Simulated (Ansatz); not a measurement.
Ansatz (a quantum-chemistry and plane-wave program) input (B3LYP-D3(BJ)/def2-TZVP):

Ansatz 0.2 input:
```yaml
crystal:
  periodic: [false, false, false]
  atoms:
    - {symbol: C, position_ang: [-2.46430923, -0.67323133, -0.09881819]}
    - {symbol: C, position_ang: [-1.26237147, 0.04641176, 0.50546022]}
    - {symbol: C, position_ang: [0.00302261, -0.08046168, -0.32547651]}
    - {symbol: C, position_ang: [1.24017083, 0.46502706, 0.51001769]}
    - {symbol: C, position_ang: [2.48619225, 0.34284631, -0.45178535]}
    - {symbol: O, position_ang: [1.38910824, -0.09635515, 1.67272347]}
    - {symbol: H, position_ang: [-2.25637246, -1.73698980, -0.20602763]}
    - {symbol: H, position_ang: [-3.34900577, -0.55891892, 0.53001864]}
    - {symbol: H, position_ang: [-2.69467626, -0.27231051, -1.08713515]}
    - {symbol: H, position_ang: [-1.02423586, -0.36248388, 1.49034270]}
    - {symbol: H, position_ang: [-1.50100905, 1.10653002, 0.63630191]}
    - {symbol: H, position_ang: [-0.09480651, 0.46281524, -1.27352944]}
    - {symbol: H, position_ang: [0.18639545, -1.13620979, -0.54569113]}
    - {symbol: H, position_ang: [1.04743626, 1.60921322, 0.56318283]}
    - {symbol: H, position_ang: [3.35961372, 0.76939947, 0.03918033]}
    - {symbol: H, position_ang: [2.31880234, 0.86480615, -1.39735025]}
    - {symbol: H, position_ang: [2.68681023, -0.70878261, -0.65374685]}
basis:
  gaussian:
    orbitals: def2-TZVP
hamiltonian:
  xc: b3lyp
  dispersion: d3bj
total_charge: -1
relax: {f_tol: 0.002, max_steps: 150}
```

Output:

```
Functional definition: B3LYP
integrals: 0.19 GiB planned
1535 factors; their error is unknown
0.34 GiB of the device are held for the grids
1.44 GiB of device memory are held for the factors and their scratch space
mean field: 1.44 GiB planned
mean field evaluation 1: about -7403.4218 eV, gradient 7.1e1 eV
mean field evaluation 2: about -7323.1287 eV, gradient 1.7e2 eV
mean field evaluation 4: about -7414.5236 eV, gradient 7.8e0 eV
mean field evaluation 8: about -7414.7514 eV, gradient 2.7e-1 eV
mean field evaluation 16: about -7414.7124 eV, gradient 1.0e-2 eV
mean field -7414.71239205 eV, -272.4856545352 hartree, gradient 3.3e-5 eV, S^2 0.000000; 0 other end points of the search recorded, 0 dependent functions left out
the calculation of the forces begins
reference -7414.71271295 eV, -272.4856663282 hartree; 25, 25 occupied and 227, 227 virtual orbitals, 1535 factors
relax step   1: F+E_penalty+E_count = -7415.27730630 eV  Δ(F+E_penalty+E_count) = +0.000e0 eV  max|allowed force component| = 1.122e0 eV/Å  Δτ_max = 0.0000 Å  (32 SCF iters, accepted)
these checks for a lower state are left out or cut short: starts, cluster_reference, orbital_swaps, neighbouring_geometries, increment
integrals: 0.19 GiB planned
1535 factors; their error is unknown
0.34 GiB of the device are held for the grids
1.44 GiB of device memory are held for the factors and their scratch space
mean field: 1.44 GiB planned
mean field -7414.74321343 eV, -272.4867872003 hartree, gradient 2.2e-5 eV, S^2 0.000000; 0 other end points of the search recorded, 0 dependent functions left out
the calculation of the forces begins
reference -7414.74353630 eV, -272.4867990653 hartree; 25, 25 occupied and 227, 227 virtual orbitals, 1535 factors
relax step   2: F+E_penalty+E_count = -7415.30459956 eV  Δ(F+E_penalty+E_count) = -2.729e-2 eV  max|allowed force component| = 5.578e-1 eV/Å  Δτ_max = 0.0474 Å  (32 SCF iters, accepted)
these checks for a lower state are left out or cut short: starts, cluster_reference, orbital_swaps, neighbouring_geometries, increment
integrals: 0.19 GiB planned
1535 factors; their error is unknown
0.34 GiB of the device are held for the grids
1.44 GiB of device memory are held for the factors and their scratch space
mean field: 1.44 GiB planned
mean field evaluation 32: about -7414.7523 eV, gradient 5.0e-4 eV
mean field -7414.75229890 eV, -272.4871210849 hartree, gradient 2.2e-5 eV, S^2 0.000000; 0 other end points of the search recorded, 0 dependent functions left out
the calculation of the forces begins
reference -7414.75262142 eV, -272.4871329373 hartree; 25, 25 occupied and 227, 227 virtual orbitals, 1535 factors
relax step   3: F+E_penalty+E_count = -7415.31476874 eV  Δ(F+E_penalty+E_count) = -1.017e-2 eV  max|allowed force component| = 3.000e-1 eV/Å  Δτ_max = 0.0176 Å  (32 SCF iters, accepted)
these checks for a lower state are left out or cut short: starts, cluster_reference, orbital_swaps, neighbouring_geometries, increment
integrals: 0.19 GiB planned
1535 factors; their error is unknown
0.34 GiB of the device are held for the grids
1.44 GiB of device memory are held for the factors and their scratch space
mean field: 1.44 GiB planned
mean field -7414.75372853 eV, -272.4871736228 hartree, gradient 2.2e-5 eV, S^2 0.000000; 0 other end points of the search recorded, 0 dependent functions left out
the calculation of the forces begins
reference -7414.75405090 eV, -272.4871854696 hartree; 25, 25 occupied and 227, 227 virtual orbitals, 1535 factors
relax step   4: F+E_penalty+E_count = -7415.31707801 eV  Δ(F+E_penalty+E_count) = -2.309e-3 eV  max|allowed force component| = 9.819e-2 eV/Å  Δτ_max = 0.0101 Å  (33 SCF iters, accepted)
these checks for a lower state are left out or cut short: starts, cluster_reference, orbital_swaps, neighbouring_geometries, increment
integrals: 0.19 GiB planned
1535 factors; their error is unknown
0.34 GiB of the device are held for the grids
1.44 GiB of device memory are held for the factors and their scratch space
mean field: 1.44 GiB planned
mean field -7414.75393401 eV, -272.4871811740 hartree, gradient 2.2e-5 eV, S^2 0.000000; 0 other end points of the search recorded, 0 dependent functions left out
the calculation of the forces begins
reference -7414.75425635 eV, -272.4871930200 hartree; 25, 25 occupied and 227, 227 virtual orbitals, 1535 factors
relax step   5: F+E_penalty+E_count = -7415.31738124 eV  Δ(F+E_penalty+E_count) = -3.032e-4 eV  max|allowed force component| = 1.263e-2 eV/Å  Δτ_max = 0.0038 Å  (33 SCF iters, accepted)
these checks for a lower state are left out or cut short: starts, cluster_reference, orbital_swaps, neighbouring_geometries, increment
integrals: 0.19 GiB planned
1535 factors; their error is unknown
0.34 GiB of the device are held for the grids
1.44 GiB of device memory are held for the factors and their scratch space
mean field: 1.44 GiB planned
mean field -7414.75397806 eV, -272.4871827931 hartree, gradient 2.2e-5 eV, S^2 0.000000; 0 other end points of the search recorded, 0 dependent functions left out
the calculation of the forces begins
reference -7414.75430041 eV, -272.4871946392 hartree; 25, 25 occupied and 227, 227 virtual orbitals, 1535 factors
relax step   6: F+E_penalty+E_count = -7415.31740311 eV  Δ(F+E_penalty+E_count) = -2.187e-5 eV  max|allowed force component| = 2.399e-3 eV/Å  Δτ_max = 0.0018 Å  (33 SCF iters, accepted)
these checks for a lower state are left out or cut short: starts, cluster_reference, orbital_swaps, neighbouring_geometries, increment
integrals: 0.19 GiB planned
1535 factors; their error is unknown
0.34 GiB of the device are held for the grids
1.44 GiB of device memory are held for the factors and their scratch space
mean field: 1.44 GiB planned
mean field -7414.75398533 eV, -272.4871830602 hartree, gradient 2.2e-5 eV, S^2 0.000000; 0 other end points of the search recorded, 0 dependent functions left out
the calculation of the forces begins
reference -7414.75430767 eV, -272.4871949058 hartree; 25, 25 occupied and 227, 227 virtual orbitals, 1535 factors
relax step   7: F+E_penalty+E_count = -7415.31740477 eV  Δ(F+E_penalty+E_count) = -1.657e-6 eV  max|allowed force component| = 1.580e-3 eV/Å  Δτ_max = 0.0007 Å  (33 SCF iters, accepted)
integrals: 0.19 GiB planned
1535 factors; their error is unknown
0.34 GiB of the device are held for the grids
1.44 GiB of device memory are held for the factors and their scratch space
mean field: 1.44 GiB planned
mean field evaluation 64: about -7414.7918 eV, gradient 6.7e-1 eV
mean field -7414.75398533 eV, -272.4871830602 hartree, gradient 2.2e-5 eV, S^2 0.000000; 1 other end points of the search recorded, 0 dependent functions left out
the calculation of the forces begins
reference -7414.75430767 eV, -272.4871949058 hartree; 25, 25 occupied and 227, 227 virtual orbitals, 1535 factors
Total energy: -7415.31772710 eV, -272.5079001881 hartree
Atom 0 at    -2.474669    -0.671535    -0.091965 Å, force    -0.000026     0.000014     0.000210 eV/Å
Atom 1 at    -1.266542     0.046343     0.506414 Å, force     0.000514     0.000196    -0.000075 eV/Å
Atom 2 at     0.005518    -0.065135    -0.319817 Å, force    -0.000364    -0.000139    -0.000238 eV/Å
Atom 3 at     1.242593     0.471635     0.475161 Å, force    -0.000024     0.000248     0.001491 eV/Å
Atom 4 at     2.491900     0.352487    -0.446625 Å, force    -0.000271     0.000454    -0.000035 eV/Å
Atom 5 at     1.402783    -0.125126     1.650859 Å, force     0.000047    -0.000435    -0.001580 eV/Å
Atom 6 at    -2.271997    -1.740916    -0.207567 Å, force    -0.000076    -0.000143    -0.000018 eV/Å
Atom 7 at    -3.366881    -0.569623     0.536888 Å, force    -0.000178     0.000001    -0.000046 eV/Å
Atom 8 at    -2.724153    -0.281265    -1.084968 Å, force    -0.000046    -0.000052    -0.000230 eV/Å
Atom 9 at    -1.022547    -0.353168     1.494611 Å, force    -0.000158     0.000093     0.000164 eV/Å
Atom 10 at    -1.507815     1.107632     0.650500 Å, force    -0.000064     0.000193     0.000075 eV/Å
Atom 11 at    -0.113678     0.462221    -1.280288 Å, force     0.000199    -0.000046    -0.000001 eV/Å
Atom 12 at     0.198551    -1.124498    -0.542018 Å, force     0.000231    -0.000179     0.000197 eV/Å
Atom 13 at     1.050990     1.597027     0.538043 Å, force     0.000339    -0.000184    -0.000318 eV/Å
Atom 14 at     3.356375     0.774285     0.073474 Å, force     0.000152     0.000211    -0.000017 eV/Å
Atom 15 at     2.371452     0.868890    -1.411633 Å, force    -0.000230    -0.000081     0.000068 eV/Å
Atom 16 at     2.698885    -0.707950    -0.633400 Å, force    -0.000043    -0.000151     0.000353 eV/Å
Dipole moment:    -0.873251    -0.006022    -0.747242 e Å
```

It need not be the lowest isomer of its formula. Whether it binds its extra electron was not tested at this geometry.
